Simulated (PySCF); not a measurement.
Electronic absorption of Cu(AsH3)Br

Species: Cu(AsH3)Br (singlet state).
Structure used (PBE0-D3(BJ)/def2-SVP), in Å, numbered top down from 1:
```
atom  x, y, z in Å
Cu1    0.000    0.013   -1.524
As2    0.008   -0.020    0.756
H3     0.831   -1.042    1.501
H4    -1.288   -0.229    1.502
H5     0.476    1.199    1.513
Br6   -0.028    0.078   -3.748
```

The calculation used TDDFT B3LYP/def2-SVPD, vertical, gas phase, core orbitals frozen in the response in PySCF. The B3LYP/def2-SVPD calculation is non-relativistic and has no spin–orbit coupling, an omission that weighs most on arsenic and bromine.

Problem. Predict the UV-vis stick spectrum at this level.

Solution. 

| state | λ (nm) | E (eV) | f | \|μ\| (D) | main configurations (H = HOMO, L = LUMO) |
| --- | --- | --- | --- | --- | --- |
| S1 | 285.1 | 4.35 | 0.0000 | 0.00 | H-1/H→L/L+1 (97%) |
| S2 | 282.9 | 4.38 | 0.0002 | 0.10 | H-1/H→L/L+1 (≥96%) |
| S3 | 282.8 | 4.38 | 0.0001 | 0.05 | H-1/H→L/L+1 (≥95%) |
| S4 | 276.8 | 4.48 | 0.0060 | 0.60 | H-1/H→L+2 (≥96%) |
| S5 | 276.7 | 4.48 | 0.0059 | 0.59 | H-1/H→L+2 (≥96%) |
| S6 | 265.0 | 4.68 | 0.099 | 2.37 | H-1/H→L/L+1 (81%), H-2→L+2 (17%) |
| S7 | 251.8 | 4.92 | 0.027 | 1.21 | H-2→L/L+1 (≥94%) |
| S8 | 251.5 | 4.93 | 0.027 | 1.21 | H-2→L/L+1 (≥95%) |
| S9 | 235.4 | 5.27 | 0.068 | 1.85 | H-2→L+2 (74%) |
| S10 | 230.2 | 5.39 | 0.0000 | 0.02 | H-3→L/L+1 (≥49%), H-4→L/L+1 (≥44%) |
| S11 | 229.8 | 5.40 | 0.0040 | 0.44 | H-4→L/L+1 (≥47%), H-3→L/L+1 (≥44%) |
| S12 | 223.8 | 5.54 | 0.0050 | 0.49 | H-4→L/L+1 (51%), H-3→L/L+1 (46%) |
| S13 | 223.8 | 5.54 | 0.0050 | 0.49 | H-3→L/L+1 (≥50%), H-4→L/L+1 (≥47%) |
| S14 | 220.0 | 5.63 | 0.0000 | 0.02 | H-3→L+2 (94%) |
| S15 | 220.0 | 5.64 | 0.0000 | 0.04 | H-4→L+2 (94%) |

Triplets, Tamm–Dancoff:

| state | E (eV) | λ (nm) | main configurations (H = HOMO, L = LUMO) |
| --- | --- | --- | --- |
| T1 | 4.21 | 294.7 | H-1/H→L/L+1 (≥94%) |
| T2 | 4.27 | 290.2 | H-1/H→L/L+1 (≥91%) |
| T3 | 4.27 | 290.1 | H-1/H→L/L+1 (≥92%) |

The lowest singlet comes at 285 nm (420 kJ/mol) in the ultraviolet; it is dark (f under 0.0005); its leading configuration is HOMO-1/HOMO→LUMO/LUMO+1 (97%). The strongest level in the table is S6 at 4.68 eV (265 nm, f = 0.099). S2/S3, S4/S5, S7/S8, S10/S11, S12/S13 and S14/S15 lie within about 0.01 eV of each other in each set. For S1 the Löwdin share of copper is 15% in HOMO and 22% in LUMO; for S6 the Löwdin share of copper is 15% in HOMO and 22% in LUMO+1. Of the 15 states listed, 4 reach f = 0.01 and 6 stay under 0.0005. The oscillator strengths of these states sum to 0.249; summed over the whole spectrum of an exact calculation they would give the number of electrons, 100 (Thomas–Reiche–Kuhn). Orbital energies (eV): HOMO-3 -8.15, HOMO-2 -7.27, HOMO-1 -6.57, HOMO -6.57, LUMO -1.35, LUMO+1 -1.35, LUMO+2 -1.30. Orbitals of the list HOMO-3 to LUMO+2 that lie within 0.01 eV of each other are written together with a slash and their weights summed (≥ marks a lower bound); for degenerate orbitals outside that list single weights are arbitrary. The window holds the lowest 15 singlets.
